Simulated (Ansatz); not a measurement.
The cluster NbB₇. Charge 0, multiplicity 1. Geometry PBE-D4/def2-SVP, basis def2-TZVP, Ansatz.

```xyz
8

Nb    0.646   -0.054    1.255
B    -1.270    0.346    0.167
B     0.616    0.516   -1.157
B    -0.732    1.581    1.073
B     0.933   -1.024   -1.014
B    -0.105    1.675   -0.363
B    -0.711   -1.103   -0.185
B     0.622   -1.935    0.225
```

```
run  HOMO (eV)  LUMO (eV)
  A      -6.85      -2.47
  B      -6.15      -3.28
  C      -5.45      -3.88
  D      -5.34      -4.01
```

In the def2 sets Nb takes a core potential; there is no spin–orbit coupling. The structure comes from a short search, and lower isomers may exist.

**Question.** The runs used BHLYP, PBE, PBE0, r2SCAN. Estimate which is which.

**Answer.** A BHLYP (50 % exact exchange); B PBE0 (25 % exact exchange); C r2SCAN (0 % exact exchange); D PBE (0 % exact exchange). Exact exchange lowers occupied and raises empty levels; among semilocal functionals meta-GGAs tend to open the gap a little, and such runs are hard to tell apart. The gap grows from 1.33 eV (PBE) to 4.37 eV (BHLYP).
